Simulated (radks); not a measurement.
The indium ion In+, [Kr] 4d10 5s2. Method: non-relativistic Kohn-Sham, LDA (Slater exchange, Perdew-Wang correlation), spin-polarised, spherical densities, point nucleus; computed with a radial shooting solver on a logarithmic mesh with Libxc functionals. Every spin shell is full or empty, so the densities are truly spherical. Functionals are evaluated on that one density, not self-consistently. Rank these exchange functionals by their error against the exact value of the orbitals, and give that value: LDA, B88, RPBE, PW91, OPTX, WC, AM05, EV93, APBE, TPSS, revTPSS, SCAN, MS2.

Answer. Exact: -153.454 hartree. From best to worst, with 100 (|E| - |E exact|)/|E exact| (equal figures are ties): PW91 +0.03, B88 +0.06, SCAN +0.20, RPBE -0.20, TPSS -0.25, EV93 -0.25, APBE +0.35, MS2 -0.56, WC -0.83, revTPSS -0.89, OPTX +1.24, AM05 -4.52, LDA -4.86.
